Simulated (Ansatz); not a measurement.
Reaction (formal exchange of groups at a B–O bond): `[SiH3]OB1N[SiH2]1` + `CC(F)I` → `CB1N[SiH2]1` + `FC(I)O[SiH3]`

Program: Ansatz. Geometries: PBE0-D4/def2-TZVP. ΔE: electronic, gas phase. CCSD(T)/CBS is the MP2 limit (def2-TZVPP, def2-QZVPP) plus CCSD(T) − MP2 in def2-TZVPP, frozen cores. Functionals use def2-TZVPP. B3LYP here is the variant with VWN-RPA as its local correlation; programs differ in this. def2 core potentials past Kr. For I outer-core shells are correlated without core-valence functions, which leaves a few kJ/mol of doubt a bond. One conformer a species, not always the lowest.

`[SiH3]OB1N[SiH2]1`:

Cartesian coordinates in Å:
```
Si -0.863 -0.462 2.090
O 0.281 -0.700 0.924
B 0.439 -0.168 -0.303
N 1.339 -0.297 -1.350
Si 0.163 0.892 -1.895
H -0.172 -0.052 3.337
H -1.823 0.589 1.668
H -1.576 -1.743 2.315
H 2.174 -0.815 -1.579
H 0.694 2.261 -2.132
H -0.656 0.495 -3.073
```

`CC(F)I`:

```xyz
8

C    -0.441   -0.085    0.698
C     0.423    0.243   -0.480
F    -0.108    1.275   -1.190
I     0.640   -1.461   -1.799
H    -1.438   -0.383    0.375
H     0.000   -0.895    1.279
H    -0.523    0.803    1.332
H     1.448    0.502   -0.214
```

`CB1N[SiH2]1`:

Z-matrix (Å, degrees):
```
C
B 1 1.552
H 1 1.094 2 110.4
H 1 1.094 2 110.2 3 116.8
H 1 1.093 2 113.1 3 -121.7
N 2 1.382 1 138.8 3 122.9
Si 2 1.940 1 160.1 3 -57.4
H 6 1.009 2 137.6 1 -0.1
H 7 1.488 2 125.6 1 -89.7
H 7 1.487 2 125.6 1 90.2
```

`FC(I)O[SiH3]`:

Cartesian coordinates in Å:
```
F 1.794 0.427 0.304
C 1.147 -0.446 -0.510
I 1.179 -2.404 0.493
O -0.090 -0.030 -0.792
Si -1.202 0.628 0.279
H 1.732 -0.592 -1.416
H -1.275 -0.204 1.502
H -2.472 0.605 -0.475
H -0.812 2.016 0.615
```

```tsv
level	ΔE (kJ/mol)	difference from CCSD(T)/CBS
PBE-D4	112.4	-17.1
r2SCAN-D4	119.0	-10.5
PBE0-D4	119.5	-10.0
B3LYP-D4	122.4	-7.1
ωB97X-V	122.8	-6.7
ωB97M-V	123.4	-6.1
B2PLYP	127.7	-1.8
PBE	113.9	-15.6
r2SCAN	119.2	-10.3
PBE0	120.7	-8.8
B3LYP	124.9	-4.6
HF/def2-TZVPP	140.4	10.9
MP2/def2-TZVPP	131.1	1.6
SCS-MP2/def2-TZVPP	132.7	3.2
CCSD/def2-TZVPP	131.1	1.6
CCSD(T)/def2-TZVPP	128.0	-1.5
HF/def2-QZVPP	141.6	12.1
MP2/def2-QZVPP	132.4	2.9
SCS-MP2/def2-QZVPP	134.3	4.8
HF/CBS(def2)	141.8	12.3
MP2/CBS(def2)	132.6	3.1
CCSD/CBS(def2)	132.5	3.0
CCSD(T)/CBS	129.5	0
```

Largest T1 diagnostic among the species: 0.013.

In def2-TZVPP, CCSD(T) changes the Hartree–Fock value by −12.4 kJ/mol (the triples alone add −3.0 kJ/mol) and MP2 by −9.3 kJ/mol. From PBE to PBE0 (25 % exact exchange), in def2-TZVPP and without D4, ΔE moves by +6.9 kJ/mol.
